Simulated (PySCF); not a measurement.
Single conformer, non-relativistic Hamiltonian, rapidly exchanging positions averaged, in vacuum. NMR shieldings at PBE0/pcSseg-1/GIAO; PBE0-D3(BJ)/def2-SVP geometry; PySCF 2.14.0 with density-fitted response routines.

Referencing at the same level of theory: TMS for 1H (σ = 31.27 ppm) and 13C (σ = 184.41 ppm). Shifts are as computed. Against solution values, carbons near 30 ppm lie about +2 ppm off and those near 130 ppm about +5 ppm; carbons on Cl a further +5 ppm. Of 1211 compounds with measured shifts, 218 miss one by over three times the rms of a fit or turn the order of signals round; such compounds aren't used in these exercises. Carbons bonded to Cl come out too deshielded.

Question: Order these molecules by the shift of their most deshielded carbon, lowest δ first.
A. [SiH3]Sc1ccccc1
B. C=C(O[SiH3])C(Cl)(Cl)Cl
C. C=C[C@@H]1C=C[S@@](=O)CC1
D. N#Cc1ccccn1

Answer: A (142.6 ppm, aromatic carbon bearing sulfur), C (150.0 ppm, alkene CH), D (156.2 ppm, aromatic CH next to a ring nitrogen), B (165.1 ppm, alkene carbon bearing oxygen).

Question: Order these molecules by the shift of their most shielded carbon-bound hydrogen, lowest δ first.
A. C=C(O[SiH3])C(Cl)(Cl)Cl
B. C=C[C@@H]1C=C[S@@](=O)CC1
C. [SiH3]Sc1ccccc1

Answer: B (1.35 ppm, hydrogen on an sp3 CH2 in a ring), A (4.46 ppm, hydrogen on a β carbon of an enol-ether or enamine type C=C), C (7.22 ppm, hydrogen on an aromatic CH).

Question: How many 13C and 1H signals does each give (equivalence by symmetry and fast rotation, but not about amide C–N or C=N bonds)? `[SiH3]Sc1ccccc1`, `C=C[C@@H]1C=C[S@@](=O)CC1`, `N#Cc1ccccn1`, `C=C(O[SiH3])C(Cl)(Cl)Cl`

Answer: [SiH3]Sc1ccccc1: 4 C, 4 H; C=C[C@@H]1C=C[S@@](=O)CC1: 7 C, 10 H; N#Cc1ccccn1: 6 C, 4 H; C=C(O[SiH3])C(Cl)(Cl)Cl: 3 C, 3 H.
